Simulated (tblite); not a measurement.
C5H7FNSi (doublet state).
Z-matrix (Å and degrees, GFN2-xTB geometry), rows numbered from 1:
```
C 
C   1  1.4873
C   2  1.4148  1  129.36
C   3  1.3456  2  111.29  1  -179.73
N   4  1.3869  3  107.53  2    -0.03
Si  5  1.7550  4  129.36  3   178.18
C   5  1.3637  4  105.82  3     0.07
F   7  1.3458  2  128.78  1    -0.48
H   1  1.0890  2  110.42  3   -56.15
H   1  1.0873  2  109.99  3  -176.54
H   1  1.0896  2  110.36  3    63.33
H   4  1.0688  3  131.85  2  -179.88
H   6  1.4591  5  103.30  4     4.83
H   6  1.4613  5  107.49  4  -114.67
H   6  1.4600  5  107.32  4   124.34
```

Structure optimised with GFN2-xTB, isolated species. This method treats the open shell by occupation alone, without spin polarisation.

Masses are those of the commonest isotopes; rigid-rotor values at the optimised geometry. 

**Question.** What are A, B and C (GHz)?

**Answer.** Ia = 146.11, Ib = 378.52, Ic = 515.53 u·Å²; 505379 MHz·u·Å²/I gives 3459, 1335 and 980.3 MHz, that is A = 3.4588, B = 1.3351, C = 0.9803 GHz.

**Question.** What kind of rotor is it?

**Answer.** An asymmetric top: κ = (2 × 1335 − 3459 − 980.3)/(3459 − 980.3) = -0.71.

**Question.** Is it planar, by Δ = Ic − Ia − Ib?

**Answer.** Not planar: Δ = Ic − Ia − Ib = -9.11 u·Å². For a rigid frame Δ = −2 Σ m c², so Σ m c² = 4.55 u·Å² lies off the ab plane: 4.54 from hydrogen and 0.02 from heavier atoms. The atom farthest from that plane is 1.28 Å away.

**Question.** Give the other two planar moments, Paa and Pbb, and the rms extents of the mass along the axes.

**Answer.** Paa = Σ m a² = (Ib + Ic − Ia)/2 = 373.97 and Pbb = Σ m b² = (Ia + Ic − Ib)/2 = 141.56 u·Å². With the mass M = 128.03 u, the rms extents √(P/M) along a, b and c are 1.71, 1.05, 0.19 Å.

**Question.** Give the coordinates in the principal-axis frame, origin at the centre of mass.

**Answer.** The sense of each axis is arbitrary; atoms in the order of the calculation.
```tsv
atom	mass (u)	a (Å)	b (Å)	c (Å)
C1	12.000	-2.957	0.390	0.018
C2	12.000	-1.590	-0.196	0.002
C3	12.000	-1.196	-1.555	0.000
C4	12.000	0.144	-1.675	-0.011
N5	14.003	0.679	-0.395	-0.016
Si6	27.977	2.359	0.109	0.013
C7	12.000	-0.389	0.453	-0.007
F8	18.998	-0.146	1.777	-0.014
H9	1.008	-3.540	0.015	-0.822
H10	1.008	-2.897	1.474	-0.047
H11	1.008	-3.475	0.119	0.937
H12	1.008	0.783	-2.532	-0.017
H13	1.008	3.090	-1.151	-0.074
H14	1.008	2.586	0.810	1.275
H15	1.008	2.574	0.972	-1.145
```

For this open shell read J as N, the rotation without spin; fine and hyperfine splittings come on top. Its GFN2-xTB frequencies are all real (lowest 58 cm⁻¹). These are rigid-rotor constants of the computed structure; measured ground-state constants (B0) also hold zero-point vibration.

The run took 0.48 s on Intel Xeon at 2.60 GHz, one thread, no GPU, shared host. These figures are those of the optimisation.
